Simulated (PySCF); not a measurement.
InCl₂⁺ + 2 HF → InF₂⁺ + 2 HCl

Level: PBE0 in the def2-TZVP basis family, computed in PySCF with density fitting; scalar-relativistic core potentials for atoms from Rb on, none lighter, no spin–orbit coupling; open shells unrestricted.

| species | state and structure | E (Eh) | ZPE (kJ/mol) | H(298 K) − H(0) (kJ/mol) | S° (J/(mol K)) |
| --- | --- | --- | --- | --- | --- |
| InCl₂⁺ | singlet, D∞h, In–Cl 2.203 Å (×2) | -1110.05046 | 6.4 | 14.0 | 283.1 |
| HF | singlet, C∞v, H–F 0.920 Å | -100.39188 | 24.9 | 8.7 | 173.6 |
| InF₂⁺ | singlet, D∞h, In–F 1.842 Å (×2) | -389.42846 | 10.4 | 12.6 | 260.5 |
| HCl | singlet, C∞v, H–Cl 1.279 Å | -460.66440 | 17.9 | 8.7 | 186.6 |

Q: What is the electronic reaction energy?

A: At PBE0/def2-TZVP, ΔE = 202.1 kJ/mol from the differences of the total energies times 2625.5, uphill. 

Q: Add zero-point, thermal and entropy terms for 298.15 K and 1 bar.

A: ΔZPE = -10.0 and Δ[H(298) − H(0)] = -1.4 kJ/mol give ΔH° = 190.7 kJ/mol. ΔS° = 3.4 J/(mol K), so ΔG° = 190.7 − 298.15 × (0.0034) = 190 kJ/mol.

Each species is the lowest minimum found with this bonding; other isomers or fragments can lie lower.
